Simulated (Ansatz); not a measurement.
Ansatz (a quantum-chemistry and plane-wave program) input (CCSD(T)/def2-SVPD):

Ansatz 0.2 input:
```yaml
crystal:
  periodic: [false, false, false]
  atoms:
    - {symbol: Sn, position_ang: [-0.00000000, -0.00000000, -0.94972023]}
    - {symbol: Se, position_ang: [0.00000000, 0.00000000, 1.39664740]}
basis:
  gaussian:
    orbitals: def2-SVPD
magnetization: {spin_polarized: false}
correlation: {method: ccsd_t, electrons: outside_noble_gas}
output: {forces: true}
```

End of the output:

```
cycle   3  -5.48731198 eV  change   -8.1e-2 eV  update   2.8e-2
cycle   4  -5.47996103 eV  change    7.4e-3 eV  update   8.1e-3
cycle   5  -5.47991559 eV  change    4.5e-5 eV  update   3.0e-3
cycle   6  -5.47990409 eV  change    1.2e-5 eV  update   7.5e-4
cycle   7  -5.47981775 eV  change    8.6e-5 eV  update   2.1e-4
cycle   8  -5.47983400 eV  change   -1.6e-5 eV  update   6.9e-5
cycle   9  -5.47982407 eV  change    9.9e-6 eV  update   1.8e-5
cycle  10  -5.47981768 eV  change    6.4e-6 eV  update   5.3e-6
cycle  11  -5.47981860 eV  change   -9.2e-7 eV  update   1.9e-6
perturbative correction -0.32615648 eV, -0.0119860295 hartree
the calculation of the forces begins
Total energy: -71107.85889112 eV, -2613.1656156108 hartree
Atom 0 at    -0.000000    -0.000000    -0.949720 Å, force     0.000000     0.000000    -0.777736 eV/Å
Atom 1 at     0.000000     0.000000     1.396647 Å, force    -0.000000    -0.000000     0.777736 eV/Å
Dipole moment:    -0.000000    -0.000000    -0.580163 e Å
```
